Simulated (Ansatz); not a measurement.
Frontier orbitals of GaH5Si2.

```xyz
8

Si    0.444   -0.981    0.375
Si   -0.472    0.939   -0.597
Ga    0.868   -0.766    2.922
H     1.707   -1.278   -0.377
H    -0.493   -2.108    0.057
H    -1.773    1.266    0.056
H    -0.716    0.827   -2.062
H     0.435    2.101   -0.374
```

The species carries charge 0 and has multiplicity 1. Correlated methods include outer-core shells of Ga, which these sets cover unevenly. Scalar relativity is left out up to krypton. The bonds changed during the relaxation, so this is another structure than the one it started from. Geometry: relaxed with PBE0-D4/def2-TZVP. Basis def2-TZVPP, the Gaussian-basis code of Ansatz.

| functional | HOMO (eV) | LUMO (eV) | gap (eV) |
| --- | --- | --- | --- |
| PBE | -4.89 | -2.97 | 1.92 |
| revPBE | -4.85 | -2.87 | 1.98 |
| B97M-V | -5.07 | -2.93 | 2.14 |
| PBE0 | -5.73 | -2.23 | 3.50 |
| r2SCAN0 | -5.85 | -2.18 | 3.67 |
| BHLYP | -6.43 | -1.48 | 4.95 |
| LC-ωPBE | -7.97 | -0.21 | 7.76 |
| ωB97M-V | -7.57 | -0.53 | 7.04 |

A quarter of exact exchange (PBE0) shifts PBE's HOMO by −0.83 eV and its LUMO by +0.73 eV; full exchange at long range (ωB97M-V) shifts them by −2.68 and +2.43 eV. The gap opens from 1.93 to 7.04 eV, since occupied levels lose self-interaction and empty ones feel all the electrons.

LC-ωPBE has ω = 0.4 bohr⁻¹.
